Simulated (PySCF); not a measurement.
C4H12N2Si3.
SMILES with atom numbers: `[SiH3:1][N:2]([SiH3:3])[c:4]1[cH:5][cH:6][n:7]([SiH3:8])[cH:9]1` (hydrogens: H10, H11, H12 on Si1; H13, H14, H15 on Si3; H16 on C5; H17 on C6; H18, H19, H20 on Si8; H21 on C9)

Structure used (PBE0-D3(BJ)/def2-SVP), in Å, numbered top down from 1:
```
atom  x, y, z in Å
Si1   -2.6644    0.1523    1.2567
N2    -2.1193   -0.3495   -0.3353
Si3   -3.2052   -0.6862   -1.6747
C4    -0.7335   -0.4902   -0.5418
C5    -0.1009   -1.2202   -1.5987
C6     1.2560   -1.0971   -1.4219
N7     1.4999   -0.3286   -0.3083
Si8    3.0846   -0.0030    0.4067
C9     0.2814    0.0460    0.2310
H10   -2.2406    1.5536    1.5718
H11   -2.0805   -0.7423    2.3011
H12   -4.1520    0.0798    1.2721
H13   -2.8068    0.0976   -2.8828
H14   -4.5762   -0.3004   -1.2377
H15   -3.2018   -2.1352   -2.0490
H16   -0.5895   -1.7764   -2.3965
H17    2.0744   -1.5042   -2.0129
H18    3.1255    1.4250    0.8290
H19    3.3295   -0.8725    1.5938
H20    4.0872   -0.2858   -0.6559
H21    0.2298    0.6855    1.1100
```

Computed with PySCF at PBE0/pcSseg-1, non-relativistic, on one gas-phase PBE0-D3(BJ)/def2-SVP geometry that isn't relaxed in the solvent. The solvent is an IEF-PCM continuum (van der Waals radii × 1.2). Only the electrostatic response of the medium enters.

```json
{"run": "gas", "E − E(gas) (kcal/mol)": "0.00", "HOMO (eV)": "-5.78", "HOMO–LUMO gap (eV)": "5.96", "dipole (D)": "1.56"}
{"run": "P", "E − E(gas) (kcal/mol)": "-1.41", "HOMO (eV)": "-5.78", "HOMO–LUMO gap (eV)": "6.04", "dipole (D)": "1.75"}
{"run": "Q", "E − E(gas) (kcal/mol)": "-3.42", "HOMO (eV)": "-5.85", "HOMO–LUMO gap (eV)": "6.12", "dipole (D)": "1.96"}
```

**Question.** The runs were made in benzene and methanol. Which run belongs to which solvent?

**Answer.** P = benzene, Q = methanol. The dielectric constants are 2.271 (benzene), 32.61 (methanol), and the energy falls further as ε rises. In this model the ground state sees the solvent through ε alone.

**Question.** How constant is the ratio of the lowering to (ε − 1)/(2ε + 1)?

**Answer.** 
| solvent | (ε − 1)/(2ε + 1) | E − E(gas) (kcal/mol) | ratio (kcal/mol) | polarisation term (kcal/mol) |
| --- | --- | --- | --- | --- |
| benzene | 0.229 | -1.41 | -6.1 | -1.48 |
| methanol | 0.477 | -3.42 | -7.2 | -3.87 |

The ratio changes by +16.4 % in size from benzene to methanol. The polarisation term is half the interaction of the solute with the induced surface charges.

On an Intel Xeon at 2.70 GHz with one thread, shared host with 64 logical CPUs at a one-minute load of 38, this took 68 s of wall time and 1.4 GiB of memory at its peak. This is the whole shielding run at PBE0/pcSseg-1 in methanol, SCF included.
